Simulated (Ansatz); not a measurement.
NH2 (SMILES [NH2-]) at its CCSD(T)/cc-pVQZ minimum, average atomic masses, point group C2v.
(charge -1, multiplicity 1):
```tsv
atom	x (Å)	y (Å)	z (Å)
N	-0.0004	0.0838	0.0000
H	-0.7862	-0.5856	0.0000
H	0.7916	-0.5782	0.0000
```

Cores are frozen in the correlated methods.

Run with Ansatz (Gaussian basis) for Hartree–Fock, density functionals and correlated methods. Each number belongs to the level named beside it.

Harmonic frequencies (cm⁻¹): 1531 3229 3295.

**Question.** Work out the rotational constants, the zero-point energy, and the ideal-gas entropy and heat capacity at 298.15 K and 1 bar (rigid rotor, harmonic oscillator).

**Answer.** 
Principal moments 0.781, 1.255, 2.035 u Å² give 16.8576/I = 21.59, 13.44, 8.282 cm⁻¹. Zero point: Σω/2 = 4028 cm⁻¹ = 11.52 kcal/mol. Translation R(1.5 ln M + 2.5 ln T − 1.1517) with M = 16.023 u: 143.45 J/(mol K). Rotation with σ = 2: q = 53.9, S = R(ln q + 3/2) = 45.63. Vibration, summed over R(u/(eᵘ − 1) − ln(1 − e⁻ᵘ)) with u = 1.43878ω/T: 0.04, of which the lowest mode gives 0.04. S° = 189.1 J/(mol K); C_p = 4R + 0.28 = 33.54 J/(mol K).

Ansatz is a program for electronic structure.
